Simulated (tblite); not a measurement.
Species: 2-bromopropene, C3H5Br.
Atom-mapped SMILES: `[CH2:1]=[C:2]([CH3:3])[Br:4]` (hydrogens: H5, H6 on C1; H7, H8, H9 on C3)

Computed values, GFN2-xTB/tblite, gas phase, harmonic and unscaled. The method is semi-empirical: single wavenumbers can be off by several per cent or more.

Harmonic wavenumbers (cm⁻¹): 163.6, 291.1, 334.1, 405.9, 523.6, 681.6, 884.1, 939.7, 1009.7, 1043.4, 1146.5, 1386.3, 1406.0, 1458.7, 1469.0, 1704.9, 3000.7, 3015.0, 3039.0, 3105.7, 3143.4.

A = 9352, B = 3117, C = 2372 MHz; mass 119.957 u (most abundant isotopes); point group Cs, symmetry number 1.

**Question.** What is the zero-point energy?

**Answer.** Half the sum of the wavenumbers: 15076 cm⁻¹ = 180.35 kJ/mol.

**Question.** Entropy at 350 K, 1 bar (ideal gas, RRHO, classical rotation)?

**Answer.** Translation 171.89, rotation 110.55, vibration 40.08: S = 322.5 J/(mol K).

**Question.** And Cp and H(350 K) − H(0)?

**Answer.** Cp = 88.22 J/(mol K), of which vibrations give 54.96 (their classical limit is 21 R = 174.6); H(350 K) − H(0) = 20.25 kJ/mol without the zero-point energy, 8.61 from vibrations.

**Question.** How do the functions run with temperature in this model?

**Answer.** 
```
 T (K)  S (J/(mol K))  Cp (J/(mol K))  H − H(0) (kJ/mol)  G − H(0) (kJ/mol)  ln q(vib)
   150          264.5            53.2               6.06             -33.61       0.37
   250          295.9            71.1              12.28             -61.68       1.05
298.15          309.1            79.4              15.91             -76.25       1.43
   400          334.8            96.2              24.87            -109.06       2.29
   600          379.1           122.6              46.91            -180.58       4.07
   900          434.3           149.0              87.95            -302.88       6.73
```

q(vib) and H(0) count from the zero-point level.

**Question.** What must be added to the electronic energy to get the Gibbs energy at 350 K and 1 bar?

**Answer.** ZPE + [H(350 K) − H(0)] − T·S = 180.35 + 20.25 − 112.88 = 87.72 kJ/mol.

**Question.** Which modes carry the vibrational entropy at 350 K?

**Answer.** 163.6 cm⁻¹: 11.77; 291.1 cm⁻¹: 7.30; 334.1 cm⁻¹: 6.30; 405.9 cm⁻¹: 4.96; 523.6 cm⁻¹: 3.38; 681.6 cm⁻¹: 2.03 J/(mol K); the other 15 give 4.34 together.

Hindered rotation and anharmonicity are outside this model.
